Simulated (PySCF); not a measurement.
Computed shifts of a molecule C5H7N, PySCF with PBE/pcSseg-1, GIAO, gas phase, equivalent atoms averaged, in ppm (number of nuclei): ¹³C: 125.8 (2), 116.7 (2), 40.9 (1). ¹⁵N: 186.0 (1). ¹H: 6.87 (2), 6.65 (2), 4.06 (3). References: ¹³C against TMS (σ = 182.0 ppm); ¹⁵N against NH3 (σ = 267.0 ppm); ¹H against TMS (σ = 31.49 ppm), references at their B3LYP-D3(BJ)/def2-TZVP geometries, non-relativistic. Geometry: PBE-D3(BJ)/def2-SVP. The values are those of a single conformer.

Q: Pick the molecule that these values belong to.
A. Cn1cccc1
B. C=C1C=NCC1
C. C#C/C=N/CC
D. C#CC1(N)CC1

A: A, Cn1cccc1
